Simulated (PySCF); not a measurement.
Electronic absorption of C3H7FSi2

C3H7FSi2.
Bonds: F1–C2, C2–Si3, Si3–C4, C4–C5 (triple), C5–Si6. Hydrogens: H7, H8 on C2; H9, H10 on Si3; H11, H12, H13 on Si6.

Level of theory: TDDFT B3LYP/def2-SVPD, vertical, gas phase, core orbitals frozen in the response (PySCF). One conformer (not necessarily the lowest) at the GFN2-xTB geometry, without solvent, vibrations or thermal averaging. Torsions of this conformer, `[F:1][CH2:2][SiH2:3][C:4]#[C:5][SiH3:6]`: F1–C2–Si3–C4 180°.

Problem. What does the calculation give for the low-lying excited states?

Solution. 

| state | E (eV) | E (hartree) | f | main configurations (H = HOMO, L = LUMO) |
| --- | --- | --- | --- | --- |
| S1 | 5.62 | 0.2067 | 0.0000 | H-1→L (59%), H→L+1 (36%) |
| S2 | 5.79 | 0.2126 | 0.0077 | H→L (52%), H-1→L+1 (42%) |
| S3 | 5.79 | 0.2128 | 0.0010 | H→L+1 (56%), H-1→L (38%) |
| S4 | 6.98 | 0.2564 | 0.347 | H-2→L (48%), H→L (27%), H-1→L+1 (15%) |
| S5 | 7.10 | 0.2609 | 0.013 | H→L+2 (79%), H→L+3 (13%) |
| S6 | 7.12 | 0.2615 | 0.0016 | H-2→L+1 (91%) |
| S7 | 7.20 | 0.2647 | 0.0010 | H-1→L+2 (98%) |
| S8 | 7.22 | 0.2654 | 0.0019 | H→L+3 (72%), H→L+2 (11%), H-2→L (11%) |

Triplets, Tamm–Dancoff:

| state | E (eV) | λ (nm) | main configurations (H = HOMO, L = LUMO) |
| --- | --- | --- | --- |
| T1 | 4.69 | 264.1 | H→L (47%), H-1→L+1 (39%) |
| T2 | 5.08 | 244.2 | H-1→L (50%), H→L+1 (39%) |
| T3 | 5.08 | 244.2 | H-1→L+1 (54%), H→L (37%) |

The lowest singlet lies at 5.62 eV (220 nm, ultraviolet) and is dark (f under 0.0005); its leading configuration is HOMO-1→LUMO (59%). The strongest level in the table is S4 at 6.98 eV (178 nm, f = 0.347). S2/S3 lie within about 0.01 eV of each other. Löwdin shares by element: HOMO carbon 70%, silicon 8% or more (atoms not listed hold the other 22%); LUMO carbon 53% or more, silicon 27% (atoms not listed hold the other 20%). Weighted by f, the mean energy of these states is 6.96 eV. The oscillator strengths of these states sum to 0.374; summed over the whole spectrum of an exact calculation they would give the number of electrons, 62 (Thomas–Reiche–Kuhn). Of the 8 states listed, 2 reach f = 0.01 and 1 stays under 0.0005. No computed singlet lies in the visible range (380 to 750 nm); the lowest, at 220 nm, stands 2.36 eV above its violet end (3.26 eV). The window holds the lowest 8 singlets.
